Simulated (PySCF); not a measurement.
Delta-SCF ions had no search for a lower state. Excitations are Tamm–Dancoff values on a coarser integration grid. The basis has no diffuse functions, so Rydberg states are missing or too high.

Cartesian coordinates (Å):
SMILES: B[C@@]1(C=O)C[C@@H]2CC[C@H]1C2
```xyz
23

B     -1.9363    -1.2338     0.6538
C     -1.0723    -0.1246    -0.0165
C     -1.6185     0.1970    -1.3777
O     -1.8846     1.2996    -1.7792
C     -0.6120     1.1098     0.7908
C      0.9046     0.9192     0.9038
C      1.5296     1.0397    -0.4995
C      1.1650    -0.3045    -1.1811
C      0.2712    -0.9809    -0.1279
C      0.9966    -0.5871     1.1639
H     -1.9048    -1.4028     1.8497
H     -2.5739    -1.9997    -0.0332
H     -1.7947    -0.7032    -2.0241
H     -0.8905     2.0321     0.2605
H     -1.0790     1.1372     1.7866
H      1.3769     1.5681     1.6551
H      1.1293     1.9067    -1.0463
H      2.6206     1.1684    -0.4368
H      0.6755    -0.1781    -2.1574
H      2.0581    -0.9260    -1.3523
H      0.1272    -2.0610    -0.2976
H      0.4823    -0.9057     2.0819
H      2.0296    -0.9703     1.1835
```
Charge 0, spin multiplicity 1.

Problem. Give the vertical ionisation energy (Delta-SCF), T1 excitation (TDA) and dipole moment at the level PBE0-D4/def2-TZVP // PBE0-D4/def2-SVP in PySCF.

Solution. 
vertical ionisation energy (Delta-SCF): 9.23 eV
T1 excitation (TDA): 3.79 eV
dipole moment: 2.92 D
